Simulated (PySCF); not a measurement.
# C3H9Ga: core ionisation energies

Compound: GaMe3, C₃H₉Ga.
Z-matrix (Å and degrees, PBE0-D3(BJ)/def2-SVP geometry), rows numbered from 1:
```
Ga
C   1  1.9753
H   2  1.0996  1  113.39
H   2  1.1032  1  109.89  3  -121.24
H   2  1.1027  1  110.22  3   121.81
C   1  1.9749  2  119.92  3  -176.69
H   6  1.1032  1  110.03  2  -119.31
H   6  1.1028  1  110.22  2   123.79
H   6  1.0998  1  113.47  2     2.08
C   1  1.9755  2  120.31  3     3.48
H  10  1.0999  1  113.09  2  -179.83
H  10  1.1029  1  110.30  2    58.76
H  10  1.1029  1  110.22  2   -58.47
```

Method used: delta-SCF UKS SCAN, pcX-2 on the ionised atom, pcseg-1 elsewhere, spin-free X2C (PySCF). These are vertical core ionisation energies against the vacuum level, from separate self-consistent calculations with and without the core hole.

Problem. List the computed XPS lines with their assignment.

Solution. 
```csv
atom(s),bonded to,level,binding energy (eV),count
C2/C6/C10,3 H and Ga,C 1s,289.58,3
```

Problem. What is the longest wavelength that can ionise C 1s of C2/C6/C10 vertically?

Solution. λ = hc/E = 12398.42 eV Å / 289.58 eV = 42.815 Å.

Atoms equivalent by their bonding share one computed value, that of the first of them. No level of gallium is listed. Isolated species at its PBE0-D3(BJ)/def2-SVP geometry, gas phase.

Time: 5.9 s; peak memory 0.52 GiB. Hardware: Arm Neoverse V1, one thread, no GPU (shared host).
